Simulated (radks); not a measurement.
Q: The table gives one normalised radial function P(r) = r R(r) (large component) of Br in [Ar] 3d10 4s2 4p5 (r in bohr). Method: Dirac Kohn-Sham, Slater X-alpha with alpha = 0.663, spin-unpolarised, spherical densities, finite nucleus; open shells fill j = l - 1/2 first; Fermi nuclear charge, rms radius 4.1629 fm; computed with a radial shooting solver on a logarithmic mesh with Libxc functionals.

r,P
0.006405,0.0183
0.008407,0.0303
0.01104,0.0497
0.01437,0.0791
0.01886,0.1254
0.02476,0.1940
0.03249,0.2905
0.04265,0.4165
0.05598,0.5631
0.07348,0.7018
0.09646,0.7767
0.1266,0.7080
0.1662,0.4203
0.2181,-0.0981
0.2863,-0.7344
0.3758,-1.2565
0.4933,-1.4366
0.6475,-1.2255
0.8499,-0.7916
1.107,-0.3883
1.453,-0.1318
1.907,-0.0292
2.503,-0.0038
3.285,-0.0002
4.312,0.0000
5.659,0.0000
7.428,0.0000

Which n and l does it have? It may be an empty orbital.

A: n = 3, l = 1: the number of nodes gives n - l - 1 = 1, the rise at small r points to l (this Dirac orbital starts outside the nucleus as r^gamma with gamma = sqrt((l + 1)^2 - (Z/c)^2) = 1.98; the j = 3/2 orbital of l + 1 starts with the same power, but with a smaller coefficient, and then steepens), and the extent must fit the shell. The curve is that of 3p3/2; the two j differ most near the nucleus, where j = l - 1/2 has the larger amplitude, and in heavy atoms j = l - 1/2 is also the more compact. 3p3/2: eigenvalue -169.07 eV, 1 radial node at r = 0.209 bohr, <r> = 0.569 bohr, 90 % of the charge inside 0.870 bohr.
